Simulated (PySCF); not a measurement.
F5V, triplet, at a GFN2-xTB geometry (such geometries of metal compounds can be far from the true shape) (the multiplicity is a formal guess). Base run: PySCF with HF/pcseg-1.

Input for PySCF:
```python
from pyscf import gto, scf

mol = gto.Mole()
mol.atom = '''
    V    -0.062885    0.023802    0.081813
    F     1.209723   -0.743008    1.279153
    F    -1.331884    0.789246   -1.120222
    F     0.340421    1.489563    0.590642
    F     0.982342   -0.371818   -1.278020
    F    -1.039897   -1.224811    0.319369
'''
mol.basis = 'pcseg-1'
mol.charge = 0
mol.spin = 2
mol.verbose = 4
mol.build()

mf = scf.UHF(mol)
mf.kernel()
mf.analyze()
```

Variants of this job, named by their change:

```json
[
 {"change": "base", "ΔE vs base (mEh)": "0.000", "fitting functions": "-", "dipole (D)": "2.57", "outcome": "converged"},
 {"change": "auxbasis = def2-tzvp-ri", "ΔE vs base (mEh)": "-4311.1", "fitting functions": "562", "dipole (D)": "2.57", "outcome": "converged"},
 {"change": "auxbasis = default (with mf = mf.density_fit())", "ΔE vs base (mEh)": "-0.111", "fitting functions": "973", "dipole (D)": "2.57", "outcome": "converged"},
 {"change": "auxbasis = cc-pvqz-jkfit", "ΔE vs base (mEh)": "-", "fitting functions": "-", "dipole (D)": "-", "outcome": "input refused"},
 {"change": "auxbasis = cc-pvtz-ri", "ΔE vs base (mEh)": "-", "fitting functions": "-", "dipole (D)": "-", "outcome": "input refused"},
 {"change": "exchange = seminumerical (SGX) (with mf = sgx.sgx_fit(mf, auxbasis='def2-universal-jfit'); with mf.with_df.dfj = True)", "ΔE vs base (mEh)": "-0.612", "fitting functions": "334", "dipole (D)": "2.57", "outcome": "converged"},
 {"change": "auxbasis = def2-universal-jkfit", "ΔE vs base (mEh)": "0.186", "fitting functions": "649", "dipole (D)": "2.57", "outcome": "converged"},
 {"change": "auxbasis = even-tempered beta=3.0", "ΔE vs base (mEh)": "-1.606", "fitting functions": "665", "dipole (D)": "2.57", "outcome": "converged"},
 {"change": "auxbasis = even-tempered beta=1.6", "ΔE vs base (mEh)": "0.039", "fitting functions": "1424", "dipole (D)": "2.57", "outcome": "converged"},
 {"change": "auxbasis = def2-universal-jfit", "ΔE vs base (mEh)": "5019.6", "fitting functions": "334", "dipole (D)": "2.58", "outcome": "converged"}
]
```

A fitting set is made for a task (jfit for Coulomb, jkfit for Coulomb and exchange, ri for correlation) and for a family of orbital bases.

Open shells are given as the SCF converged; they aren't shown to be the lowest states, and a large step between rows can be another state.

- auxbasis = cc-pvqz-jkfit: ended with `pyscf.lib.exceptions.BasisNotFoundError: Basis set not found for V in cc-pvqz-jkfit`
- auxbasis = cc-pvtz-ri: ended with `pyscf.lib.exceptions.BasisNotFoundError: Basis set not found for V in cc-pvtz-ri`
